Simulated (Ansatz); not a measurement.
H2OSi (SMILES O=[SiH2]) at its CCSD(T)/cc-pV(Q+d)Z minimum, average atomic masses, point group C2v.
(charge 0, multiplicity 1):
```xyz
4

O      0.9526    -0.3865    -0.0659
Si    -0.4550     0.1846     0.0315
H     -1.6672    -0.5127    -0.4466
H     -0.7754     1.5039     0.6156
```

Correlated levels freeze the cores.

Programs: Ansatz (Gaussian basis) for Hartree–Fock, density functionals and correlated methods. Values without a source in brackets are computed.

Harmonic frequencies (cm⁻¹): 686 699 1010 1218 2254 2268.

### Question
Work out the rotational constants, the zero-point energy, and the ideal-gas entropy and heat capacity at 298.15 K and 1 bar (rigid rotor, harmonic oscillator).

### Answer

Principal moments 3.019, 27.294, 30.313 u Å² give 16.8576/I = 5.584, 0.6176, 0.5561 cm⁻¹. Zero point: Σω/2 = 4068 cm⁻¹ = 11.63 kcal/mol. Translation R(1.5 ln M + 2.5 ln T − 1.1517) with M = 46.100 u: 156.63 J/(mol K). Rotation with σ = 2: q = 1909.0, S = R(ln q + 3/2) = 75.28. Vibration, summed over R(u/(eᵘ − 1) − ln(1 − e⁻ᵘ)) with u = 1.43878ω/T: 3.18, of which the lowest mode gives 1.35. S° = 235.1 J/(mol K); C_p = 4R + 9.44 = 42.70 J/(mol K).

Ansatz is an electronic-structure program.
